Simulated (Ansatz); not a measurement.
```yaml
crystal:
  periodic: [false, false, false]
  atoms:
    - {symbol: F, position_ang: [1.153551, 0.793567, 0.692170]}
    - {symbol: C, position_ang: [0.584743, 0.504400, 0.465997]}
    - {symbol: C, position_ang: [0.524527, -0.106719, -0.201549]}
    - {symbol: C, position_ang: [-0.304383, -0.421675, -0.483252]}
    - {symbol: Al, position_ang: [-0.645214, 0.359021, 0.451094]}
    - {symbol: H, position_ang: [1.251390, -0.298838, -0.588800]}
    - {symbol: H, position_ang: [-0.423358, -1.247023, -0.381003]}
    - {symbol: H, position_ang: [-0.479168, -0.286730, -1.031640]}
    - {symbol: H, position_ang: [-1.407222, 0.621475, 1.080139]}
basis:
  gaussian: {orbitals: def2-SVP}
hamiltonian: {xc: {name: B97}}
accuracy: high
```

```sh
$ ansatz run in.yaml --threads 2 --pin off --events-out ev --progress --plain --max-ram 4352MiB
```

Output, abridged:

```
Functional definition: B97
2077 factors; integrals over basis functions are off by at most 3.8e-9 eV
mean field evaluation 1: about -12293.7715 eV, gradient 1.5e2 eV
mean field evaluation 2: about -12047.0092 eV, gradient 3.0e2 eV
mean field evaluation 4: about -12337.6490 eV, gradient 2.1e1 eV
mean field evaluation 8: about -12338.6035 eV, gradient 7.5e-1 eV
mean field evaluation 16: about -12339.1058 eV, gradient 2.1e-4 eV
mean field -12339.10581274 eV, -453.4537748720 hartree, gradient 9.1e-8 eV, S^2 0.000000; 0 other end points of the search recorded, 0 dependent functions left out
reference -12339.10581495 eV, -453.4537749530 hartree; 22, 22 occupied and 72, 72 virtual orbitals, 2077 factors
Total energy: -12339.10581495 eV, -453.4537749530 hartree
```

Q: What is wrong with this run?

A: The geometry is squeezed to about two thirds of its size. The run converged. The result belongs to that input, not to the molecule as meant.
